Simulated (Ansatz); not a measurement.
Molecule: methyl-bis(methylsulfanyl)borane, C₃H₉BS₂, net charge 0, singlet state. 
Coordinates optimised at B3LYP-D3(BJ)/def2-TZVP (Ansatz, a quantum-chemistry and plane-wave program):
```xyz
15

C     -1.7216    -1.5657    -0.0358
S     -1.5907     0.1882     0.4412
B      0.0731     0.8242     0.2054
C      0.1939     2.3687     0.5264
S      1.6258     0.0961    -0.3299
C      1.4375    -1.6640    -0.7624
H     -1.0993    -2.1963     0.5920
H     -1.4763    -1.7123    -1.0834
H     -2.7645    -1.8346     0.1211
H     -0.5234     2.6951     1.2818
H     -0.0142     2.9427    -0.3821
H      1.1945     2.6493     0.8604
H      1.1204    -2.2511     0.0942
H      2.4269    -1.9975    -1.0694
H      0.7496    -1.7996    -1.5915
```
Charge 0, spin multiplicity 1.

Wanted: atomisation energy (electronic, to ground-state atoms); the coupled-cluster value holds the core correlation from cc-pwCVTZ, in kcal/mol. Correlated levels leave the core frozen unless marked. Open shells are spin-unrestricted. Spin-orbit coupling is left out. No relativistic terms. CBS marks a two-point X^-3 extrapolation of the correlation energy; Hartree-Fock from the larger set.

Level to compare with: CCSD(T)/CBS(cc-pV(T+d)Z,cc-pV(Q+d)Z) plus the core term (Ansatz), 1352.7 kcal/mol. It is a level with limits of its own, and the differences hold the functionals' basis error too.

Problem. Rank these functionals by how close they come to CCSD(T)/CBS(cc-pV(T+d)Z,cc-pV(Q+d)Z), closest first: PBE0/def2-TZVPD (Ansatz); HSE06/def2-TZVPD (Ansatz); r2SCANh/def2-TZVPD (Ansatz).

Solution. PBE0/def2-TZVPD (global hybrid, 1352.6 kcal/mol, difference -0.1), HSE06/def2-TZVPD (screened hybrid, 1354.0 kcal/mol, difference 1.3), r2SCANh/def2-TZVPD (hybrid meta-GGA, 1349.3 kcal/mol, difference -3.4)
